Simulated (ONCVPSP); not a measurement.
# As ONCV: all-electron and pseudo phase curves

arsenic (As), optimised norm-conserving Vanderbilt (ONCV), made with ONCVPSP 4.0.1 (PBE, scalar-relativistic). Core [Ar], reference 3d10 4s1.75 4p3.25. Waves: 4s: rc 1.25 bohr, ncon 3, nbas 7, qcut 5.7 1/bohr, 2 projectors, debl 3 Ha; 4p: rc 1.95 bohr, ncon 5, nbas 8, qcut 4.7 1/bohr, 3 projectors, debl 1 Ha; 3d: rc 0.90 bohr, ncon 4, nbas 9, qcut 14.8 1/bohr, 1 projector; f scattering state at 0.17 Ha: rc 1.90 bohr, ncon 4, nbas 8, qcut 6.2 1/bohr, 1 projector. Local part: polynomial inside 0.80 bohr (lpopt 3, dvloc0 0 Ha). Core correction: none.

The phase is arctan(r·R′/R) of the radial function R(r), unwrapped; energies in Ha, scanned from -3 to 5 Ha. A pole is an energy at which the radial function vanishes at the test radius. The pseudo phase is shifted by a multiple of π to meet the all-electron one at the reference energy, and phase errors are pseudo minus all-electron; the curves can meet again beyond the range given. Levels narrower than the energy grid can be missing from the lists of poles.

For each channel, where are the poles, and over which energies does the pseudopotential scatter like the atom?

```tsv
channel	radius (bohr)	reference energy (Ha)	poles, all-electron	poles, pseudo	unbroken range about the reference energy with phases within 0.05 rad	phase error 1 Ha above the reference energy (rad)
s	1.27	-0.54	none	none	the whole range	+0.000
p	1.98	-0.20	1.56	1.56	the whole range	+0.000
d	0.91	-1.51	0.49	0.57	below 3.2	+0.003
f	1.93	0.17	3.83	3.86	below 4.5	+0.004
```

Note: ghosts flagged at negative energy: s at -123.8 eV, p at -89.1 eV; GHOST(+) flags only above 600 eV. A true bound ghost makes a file unfit for plane-wave use.

Phases in the s channel:

```
E (Ha)  all-electron  pseudo
 -2.98         1.061   1.080
 -2.54         0.985   0.996
 -2.10         0.883   0.889
 -1.66         0.743   0.746
 -1.22         0.546   0.547
 -0.78         0.273   0.273
 -0.34        -0.069  -0.069
  0.10        -0.418  -0.417
  0.54        -0.705  -0.704
  0.98        -0.914  -0.913
  1.42        -1.061  -1.061
  1.86        -1.168  -1.167
  2.30        -1.247  -1.247
  2.74        -1.307  -1.307
  3.18        -1.355  -1.355
  3.62        -1.395  -1.395
  4.06        -1.428  -1.427
  4.50        -1.456  -1.455
  4.94        -1.480  -1.479
```
